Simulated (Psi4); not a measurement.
Psi4 input (wB97X-D/6-31G*):

```
memory 1500 MB

molecule {
-1 1
F    -0.00000000   -0.00000000   -1.11767544
S     0.00000000    0.00000000    0.62869244
symmetry c1
no_reorient
no_com
}

set {
  basis 6-31G*
  reference rks
  scf_type pk
  dft_radial_points 99
  dft_spherical_points 590
  e_convergence 1e-8
  d_convergence 1e-7
  maxiter 150
}

e = energy('wb97x-d')
print_out(f'\nFINAL {e:.10f} DIPOLE {variable("CURRENT DIPOLE")[0]:.6f} {variable("CURRENT DIPOLE")[1]:.6f} {variable("CURRENT DIPOLE")[2]:.6f}\n')
```

Question: Predict the final energy.

Answer: -497.96494 Eh.
